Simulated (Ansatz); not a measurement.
[Pr(H2O)6]3+ (PrO6H12³⁺), relaxed as a triplet with UKS PBE0-D4/def2-SVP in Ansatz, starting from the GFN2-xTB geometry. Force threshold 0.03 eV/Å.

In the def2 sets Pr takes a core potential; there is no spin–orbit coupling. With an open 4f shell the SCF may have ended on a state above the lowest.

Start:

Cartesian coordinates in Å:
```
Pr 0.001 -0.005 0.003
O -0.840 2.112 0.694
H -0.366 2.966 0.776
H -1.753 2.352 0.956
O 0.846 -2.117 -0.692
H 1.760 -2.361 -0.945
H 0.364 -2.964 -0.795
O 0.512 -0.528 2.265
H 0.386 0.019 3.069
H 0.905 -1.349 2.628
O -0.509 0.523 -2.263
H -0.919 1.335 -2.627
H -0.366 -0.018 -3.066
O 2.169 0.943 -0.261
H 2.569 1.349 -1.058
H 2.885 1.033 0.402
O -2.175 -0.934 0.261
H -2.895 -1.006 -0.400
H -2.574 -1.351 1.052
```

| step | energy (eV) | largest force component (eV/Å) | SCF passes |
| --- | --- | --- | --- |
| 1 | -26499.4941 | 0.755 | 102 |
| 2 (rejected) | -26499.4772 | 0.268 | 96 |
| 3 | -26499.5639 | 0.070 | 93 |
| 4 (rejected) | -26499.5629 | 0.043 | 98 |
| 5 | -26499.5651 | 0.027 | 79 |

Force components are those of the run's own axes.

End:

Cartesian coordinates in Å:
```
Pr 0.002 -0.002 0.002
O -0.858 2.161 0.712
H -0.375 3.005 0.790
H -1.772 2.391 0.966
O 0.862 -2.164 -0.709
H 1.775 -2.394 -0.965
H 0.374 -3.004 -0.802
O 0.518 -0.540 2.312
H 0.379 0.014 3.104
H 0.911 -1.361 2.666
O -0.513 0.535 -2.309
H -0.922 1.349 -2.662
H -0.373 -0.020 -3.100
O 2.210 0.962 -0.270
H 2.591 1.376 -1.067
H 2.920 1.035 0.396
O -2.213 -0.951 0.270
H -2.921 -1.020 -0.398
H -2.596 -1.372 1.063
```

By distances, no bond broke or formed. The bond that changes most is Pr1–O5, from 2.38 to 2.43 Å (atoms count from 1).

No frequencies were taken in this run, so the end may be a saddle point.

It took 7.5 min on 4 threads of Intel Xeon on a shared host, peak host memory 1.5 GiB.
